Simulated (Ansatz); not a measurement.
Reaction (ligand exchange at the Si–I bond): `O[SiH](F)I` + H–F → `O[SiH](F)F` + HI

Program: Ansatz. Geometries: PBE0-D4/def2-TZVP. ΔE: electronic, gas phase. CBS: MP2 limit from def2 TZ/QZ plus the TZ coupled-cluster correction, frozen cores. This one scheme is used for every species. Functionals use def2-TZVPP. Elements past krypton have def2 core potentials. For I outer-core shells are correlated without core-valence functions, which leaves a few kJ/mol of doubt a bond. One conformer a species, not always the lowest.

| level | ΔE (kJ/mol) |
| --- | --- |
| PBE-D4 | -60.3 |
| r2SCAN0-D4 | -74.2 |
| ωB97M-V | -76.5 |
| RPA@PBE/def2-TZVPP | -84.7 |
| HF/def2-TZVPP | -97.3 |
| MP2/def2-TZVPP | -71.1 |
| MP2/CBS(def2) | -61.2 |
| CCSD/CBS(def2) | -74.7 |

**Question.** What does CCSD(T)/CBS give? (An estimate is asked.)

**Answer.** The calculation gave: -70.9 kJ/mol. The listed levels differ from it by 10.6, -3.3, -5.6, -13.8, -26.4, -0.2, 9.7, -3.8 kJ/mol.

Largest T1 diagnostic among the species: 0.011.

At CCSD(T), def2-SVP lies −12.8 kJ/mol from the extrapolated value and def2-TZVPP −9.9 kJ/mol. In def2-TZVPP, CCSD(T) changes the Hartree–Fock value by +16.5 kJ/mol (the triples alone add +3.9 kJ/mol) and MP2 by +26.2 kJ/mol. From BLYP to BHLYP (50 % exact exchange), in def2-TZVPP and without D4, ΔE moves by −5.9 kJ/mol.
